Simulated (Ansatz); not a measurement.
One change: `C=C[SiH](F)S[SiH2]Cl` becomes `O[SiH](F)S[SiH2]Cl`.

Ansatz, PBE0-D4/def2-TZVP geometries, multiplicity 1. Each molecule was computed in one conformer, which needn't be the lowest.

| property | `C=C[SiH](F)S[SiH2]Cl` |
| --- | --- |
| HOMO energy (ωB97M-V/def2-TZVPP) / eV | -10.19 |
| LUMO energy (PBE/def2-TZVPP) / eV | -2.07 |
| HOMO energy (PBE/def2-TZVPP) / eV | -6.84 |
| LUMO energy (B3LYP/def2-TZVPP) / eV | -1.29 |
| HOMO–LUMO gap (PBE0/def2-TZVPP) / eV | 6.93 |
| size of the dipole moment (PBE/def2-TZVPP) / D | 1.15 |

(1) What does the change do to each property? (Estimate.)

Answers

(1) Computed: 
```tsv
property	`O[SiH](F)S[SiH2]Cl`	shift
HOMO energy (ωB97M-V/def2-TZVPP) / eV	-10.29	-0.10
LUMO energy (PBE/def2-TZVPP) / eV	-1.13	0.94
HOMO energy (PBE/def2-TZVPP) / eV	-6.88	-0.04
LUMO energy (B3LYP/def2-TZVPP) / eV	-0.45	0.84
HOMO–LUMO gap (PBE0/def2-TZVPP) / eV	7.87	0.94
size of the dipole moment (PBE/def2-TZVPP) / D	1.72	0.57
```

With PBE0 the HOMO falls by 0.10 eV and the LUMO rises by 0.86 eV, so the gap widens by about 0.96 eV. PBE moves the HOMO by -0.04 eV and ωB97M-V by -0.10 eV. Dipoles are sizes alone; their direction can turn.

B3LYP here is the variant with VWN-RPA as its local correlation; programs differ in this.
